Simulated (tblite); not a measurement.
Species: CH₇O₂Si₂ (doublet state).
Geometry (GFN2-xTB, Å), atoms numbered from 1 in this order:
```
atom  x, y, z in Å
O1     0.0955   -0.7453    1.2744
C2     1.2457   -0.4922    0.7557
Si3    0.8359    1.1011   -0.4580
O4    -0.6141    0.6633   -0.9030
Si5   -1.6988   -0.4686   -0.2606
H6     1.6353   -1.2287    0.0351
H7     2.0237   -0.1448    1.4476
H8     1.7844    1.0291   -1.5577
H9     0.8606    2.2710    0.4058
H10   -2.1423   -0.0440    1.0528
H11   -2.7874   -0.1411   -1.2023
H12   -1.2374   -1.8006   -0.6159
```

Computed with GFN2-xTB (tblite): harmonic, unscaled wavenumbers at the GFN2-xTB geometry, gas phase. The method is semi-empirical: single wavenumbers can be off by several per cent or more. Modes of hydrogen on silicon can be 10 to 20 % off. One conformer, not necessarily the lowest. Open shells enter through the occupations alone, without spin polarisation, and single modes of such species can be off by tens of per cent.

Harmonic wavenumbers (cm⁻¹): 45.1, 113.6, 126.7, 287.0, 302.7, 373.8, 452.9, 483.0, 535.3, 561.8, 591.9, 597.0, 671.6, 692.1, 745.9, 768.7, 853.8, 912.6, 1060.3, 1095.0, 1193.3, 1334.5, 1464.1, 2147.4, 2312.3, 2327.6, 2336.2, 2359.7, 2781.8, 2845.6.

A = 4470, B = 2892, C = 1898 MHz; mass 106.998 u (most abundant isotopes); point group C1, symmetry number 1; spin multiplicity 2.

Question: Zero-point energy?

Answer: ½Σν̃ = 16187 cm⁻¹ = 193.63 kJ/mol.

Question: What is S at 350 K and 1 bar for an ideal gas of classical rigid rotors and harmonic oscillators?

Answer: Translation 170.47, rotation 114.86, vibration 101.73, spin (R ln 2) 5.76: S = 392.8 J/(mol K).

Question: And Cp and H(350 K) − H(0)?

Answer: Cp = 143.72 J/(mol K), of which vibrations give 110.47 (their classical limit is 30 R = 249.4); H(350 K) − H(0) = 30.83 kJ/mol without the zero-point energy, 19.19 from vibrations.

Question: Which modes carry the vibrational entropy at 350 K?

Answer: 45.1 cm⁻¹: 22.34; 113.6 cm⁻¹: 14.72; 126.7 cm⁻¹: 13.83; 287.0 cm⁻¹: 7.41; 302.7 cm⁻¹: 7.01; 373.8 cm⁻¹: 5.52 J/(mol K); the other 24 give 30.90 together.

Question: What must be added to the electronic energy to get the Gibbs energy at 350 K and 1 bar?

Answer: ZPE + [H(350 K) − H(0)] − T·S = 193.63 + 30.83 − 137.49 = 86.97 kJ/mol.

Question: Blend soft modes into free rotors: weight 1/[1 + (100 cm⁻¹/ν̃)⁴] for the oscillator and the rest for a rotor with moment μB/(μ + B), μ = h/(8π²ν), B = 10⁻⁴⁴ kg m². What vibrational entropy results?

Answer: 94.01 J/(mol K) in place of 101.73, which changes −T·S at 350 K by +2.70 kJ/mol.

Question: How do the functions run with temperature in this model?

Answer: 
```
 T (K)  S (J/(mol K))  Cp (J/(mol K))  H − H(0) (kJ/mol)  G − H(0) (kJ/mol)  ln q(vib)
    50          235.5            47.5               1.96              -9.82       0.38
   100          272.7            61.5               4.68             -22.59       1.17
298.15          370.9           129.6              23.73             -86.86       4.67
373.15          402.2           149.4              34.22            -115.86       6.08
   500          449.7           174.8              54.87            -169.96       8.45
   750          527.5           208.6             103.13            -292.47      12.84
  1000          590.6           230.2             158.16            -432.48      16.81
```

q(vib) and H(0) count from the zero-point level.

Hindered rotation and anharmonicity are outside this model. Other conformers, if any are populated, would add a mixing term that is left out. The structure is chiral; the term R ln 2 for an equal mix with its mirror image is left out.

Time: 0.26 s. Hardware: Arm Neoverse V2, one thread (shared host). This covers the Hessian and the dipole derivatives.
